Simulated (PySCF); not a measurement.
B(Me)(NHMe)(NMe2), C4H13BN2, SMILES CNB(C)N(C)C, GFN2-xTB optimised geometry.

```
20

B     -0.21    -0.48     0.00
C     -1.04    -1.84     0.01
H     -0.43    -2.72    -0.21
H     -1.84    -1.83    -0.73
H     -1.50    -2.02     0.98
N      1.20    -0.48     0.00
C      2.13    -1.58    -0.04
H      1.68     0.40     0.07
H      2.73    -1.63     0.88
H      2.82    -1.48    -0.89
H      1.59    -2.52    -0.15
N     -0.90     0.76     0.00
C     -2.32     0.89     0.24
C     -0.28     2.06    -0.13
H     -2.51     1.50     1.13
H     -2.82     1.37    -0.61
H     -2.77    -0.09     0.39
H     -0.91     2.72    -0.73
H     -0.13     2.53     0.85
H      0.68     1.98    -0.63
```

Density from CAM-B3LYP/def2-SVP run with PySCF at that geometry.

Minimum of the electron density along straight lines between bonded atoms, close to the bond critical point (lines longer than 1.1 times the sum of covalent radii, or with two minima, are not listed):

```
bond     length / Å  ρ at the minimum / e bohr⁻³  ∇²ρ there / e bohr⁻⁵  position (fraction from the first atom)
-------  ----------  ---------------------------  --------------------  ---------------------------------------
B1–C2         1.599                        0.173                 -0.14                                     0.32
C2–H3         1.086                        0.273                 -0.97                                     0.62
C2–H4         1.088                        0.271                 -0.96                                     0.62
C2–H5         1.089                        0.269                 -0.95                                     0.62
B1–N6         1.409                        0.201                  0.72                                     0.33
N6–C7         1.441                        0.274                 -0.81                                     0.61
N6–H8         1.008                        0.338                 -1.56                                     0.76
C7–H9         1.096                        0.276                 -1.02                                     0.63
C7–H10        1.096                        0.276                 -1.02                                     0.63
C7–H11        1.086                        0.282                 -1.08                                     0.64
B1–N12        1.418                        0.198                  0.67                                     0.33
N12–C13       1.443                        0.276                 -0.81                                     0.61
N12–C14       1.445                        0.276                 -0.80                                     0.60
C13–H15       1.097                        0.275                 -1.01                                     0.63
C13–H16       1.097                        0.275                 -1.01                                     0.63
C13–H17       1.084                        0.284                 -1.10                                     0.64
C14–H18       1.095                        0.277                 -1.03                                     0.63
C14–H19       1.098                        0.274                 -1.01                                     0.63
C14–H20       1.088                        0.281                 -1.06                                     0.63
```
